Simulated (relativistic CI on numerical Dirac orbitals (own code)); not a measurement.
## L2,3 absorption of nickel in several valence states

Computed multiplet spectra 2p⁶3dⁿ → 2p⁵3dⁿ⁺¹ (Dirac-Coulomb-Breit ions, Slater integrals scaled by 0.8, an assumed crystal field that grows with the charge, no charge transfer; 300 K; Lorentzian 0.4 eV and Gaussian 0.3 eV FWHM at both edges, so that L2 comes out sharper than in experiment). Peaks over 5 % are given in eV from the highest peak in the L3 region of each spectrum (height, largest 100). S of the lowest state is read from ⟨S²⟩, and the branching ratio is the share of L3, cut at the minimum between the edges.

Field parameters in Wybourne normalisation: Oh B⁴₀ = 21Dq, B⁴₄ = √(5/14) B⁴₀. The field is a parameter set, without covalency.

- Ni²⁺ (d8, Oh, 10Dq = 16250 cm⁻¹): S = 1.00, branching ratio 0.73; peaks 0.0 (100), 2.2 (22), 17.4 (25), 18.5 (24)
- Ni³⁺ (d7, Oh, 10Dq = 21000 cm⁻¹): S = 1.21, high spin, branching ratio 0.82; peaks -4.5 (37), -3.4 (52), -1.5 (93), 0.0 (100), 2.3 (12), 3.1 (10), 16.1 (22), 17.0 (26), 17.9 (14), 18.4 (13), 19.4 (9)
- Ni⁴⁺ (d6, Oh, 10Dq = 25750 cm⁻¹): S = 0.03, low spin, branching ratio 0.66; peaks -2.8 (7), 0.0 (100), 2.1 (13), 2.9 (26), 16.5 (60), 19.0 (11)

The centroid of the whole edge, which also moves with the branching ratio, lies at 860.7 (Ni²⁺), 861.3 (Ni³⁺), 867.6 (Ni⁴⁺) eV in this ionic model, in steps of 0.6 to 6.3 eV. Compounds show about 1 to 2 eV a unit and lower energies for the high valences, since ligands screen the charge. The multiplet shape follows the d count and the spin state, and so serves as a fingerprint of valence. Real compounds of Ni³⁺ are mostly low spin, since covalency shrinks the Slater integrals more than this scale does. Ni³⁺ lies at a spin crossover.
